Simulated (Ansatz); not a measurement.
`N=C[SiH2]F` + `C/C=N/C` → `N=C[SiH3]` + `C/C=N/CF`  (formal exchange of groups at the Si–F bond)

Computed with Ansatz on PBE0-D4/def2-TZVP structures; ΔE is electronic, products minus reactants. CBS: MP2 limit from def2 TZ/QZ plus the TZ coupled-cluster correction, frozen cores. Double bonds are as drawn, so ΔE can hold a change between cis and trans. DFT in def2-TZVPP. B3LYP here is the variant with VWN-RPA as its local correlation; programs differ in this. HSE06 is defined as in plane-wave codes. One conformer a species, not always the lowest.

```csv
level,ΔE (eV)
PBE0-D4,2.03
B3LYP-D4,2.08
HSE06-D4,2.03
ωB97X-V,2.04
ωB97M-V,2.08
PBE0,2.03
CCSD/def2-TZVPP,2.12
HF/def2-QZVPP,2.10
```

Q: What does CCSD(T)/CBS give? (Estimate.)

A: The calculation gave: +2.16 eV. The listed levels differ from it by -0.13, -0.08, -0.13, -0.12, -0.08, -0.13, -0.04, -0.06 eV.

Largest T1 diagnostic among the species: 0.012.

From BLYP to BHLYP (50 % exact exchange), in def2-TZVPP and without D4, ΔE moves by +0.08 eV. Leaving LDA and LC-ωPBE aside and taking each functional with its dispersion term where it has one, the values, not all of them listed here, spread over 0.14 eV, from revPBE-D4 to B2PLYP.
